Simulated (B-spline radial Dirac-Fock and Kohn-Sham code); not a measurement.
# Auger decay of the 4p3/2 hole in Bi²⁺

System: bismuth as Bi²⁺ in the configuration [Xe] 4f14 5d10 6s2 6p1, inside a Watson sphere of charge -2 and radius 1.8 Å (a model of the Madelung potential; inside it an electron's potential energy is raised by 16.0 eV).

Level of theory: independent-particle rates on relativistic LDA orbitals of the hole state (multipoles up to L = 3, Coulomb Auger matrix elements, transition energies from Dirac-Fock); a radial atomic solver. Kinetic energies are configuration averages from the vacuum level; the two-hole energies are estimated from single-hole states.

| transition | kinetic energy (eV) | width (meV) | share (%) |
| --- | --- | --- | --- |
| N3-N4N6 | 14.28 | 52.8 | 0.6 |
| N3-N4O1 | 14.58 | 179 | 2.0 |
| N3-N5N6 | 35.71 | 157 | 1.7 |
| N3-N5O1 | 38.63 | 946 | 10.4 |
| N3-N5N7 | 43.12 | 357 | 3.9 |
| N3-N4O2 | 63.65 | 148 | 1.6 |
| N3-N5O2 | 87.36 | 1010 | 11.1 |
| N3-N4O3 | 89.10 | 451 | 4.9 |
| N3-N5O3 | 113.3 | 1230 | 13.5 |
| N3-N4O4 | 161.4 | 124 | 1.4 |
| N3-N4O5 | 164.4 | 207 | 2.3 |
| N3-N5O4 | 185.1 | 902 | 9.9 |
| N3-N5O5 | 188.6 | 1070 | 11.7 |
| N3-N5P1 | 210.1 | 140 | 1.5 |
| N3-N6O1 | 321.6 | 66.6 | 0.7 |
| N3-N6N7 | 323.7 | 114 | 1.2 |
| N3-N7O1 | 326.9 | 148 | 1.6 |
| N3-N7N7 | 329.8 | 55.2 | 0.6 |
| N3-N7O2 | 375.6 | 126 | 1.4 |
| N3-N6O3 | 396.1 | 442 | 4.8 |
| N3-N7O3 | 401.5 | 539 | 5.9 |
| N3-N6O5 | 471.4 | 67.9 | 0.7 |
| N3-N7O5 | 476.8 | 83.7 | 0.9 |
| N3-O3O5 | 539.2 | 68.5 | 0.8 |

Coster-Kronig rates are the weakest part of this model and often come out 1.5 to 2.5 times too large. The listed channels hold 95 % of the non-radiative rate. Summed by principal shells, of 9.11 eV in all: NNO 85.6 %, NNN 8.3 %, NOO 3.1 %, NNP 2.9 %.

Values without a named source are computed, but for edge energies of neutral atoms, which are taken from tables.
